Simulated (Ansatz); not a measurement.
Task: Name a neutral molecule of C, F, Ge, O and H with HOMO–LUMO gap (PBE0/def2-TZVPP) between 6.30 and 6.60 eV and HOMO energy (PBE0/def2-TZVPP) between -7.45 and -7.15 eV (Ansatz, PBE0-D4/def2-TZVP geometry).

Result: `C[C@H]1[O][Ge@@H]1[F]` (6.33 eV, -7.31 eV); `F[CH2][GeH]1[CH2][O]1` (6.45 eV, -7.22 eV). Other molecules can fit too; these were computed, each in one conformer that needn't be the lowest.
